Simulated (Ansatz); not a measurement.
C₂H₄B₂ClF, SMILES `FB1CB(Cl)C1`, relaxed with RKS PBE0-D4/def2-TZVP in Ansatz 0.2.0 from a PBE-D4/def2-SVP geometry. The force threshold is 0.005 eV/Å; the program also tests the step.

The species carries charge 0 and has multiplicity 1.

Start:

```xyz
10

F     0.170   -0.730    2.202
B    -0.047   -0.507    0.902
C     0.925   -0.705   -0.333
B     0.211    0.675   -0.636
Cl    0.869    2.161   -1.304
C    -1.110    0.436    0.203
H     0.438   -1.451   -1.004
H     2.014   -0.876   -0.293
H    -1.753   -0.222   -0.427
H    -1.717    1.217    0.690
```

```
step  energy (eV)  largest force (eV/Å)  largest move (Å)
   1  -18725.5898                 0.623             0.000
   2  -18725.6211                 0.269             0.027
   3  -18725.6253                 0.072             0.021
   4  -18725.6257                 0.030             0.009
   5  -18725.6258                 0.017             0.002
   6  -18725.6259                 0.013             0.006
   7  -18725.6260                 0.008             0.007
   8  -18725.6260                 0.003             0.003
```

End:

```xyz
10

F     0.136   -0.781    2.181
B    -0.049   -0.511    0.902
C     0.921   -0.691   -0.324
B     0.210    0.675   -0.640
Cl    0.844    2.136   -1.344
C    -1.093    0.438    0.206
H     0.460   -1.437   -0.988
H     1.995   -0.844   -0.277
H    -1.745   -0.201   -0.407
H    -1.677    1.215    0.690
```

It took 41 s on 4 threads of a server CPU on a shared host, with 0.61 GiB of host memory at the peak.
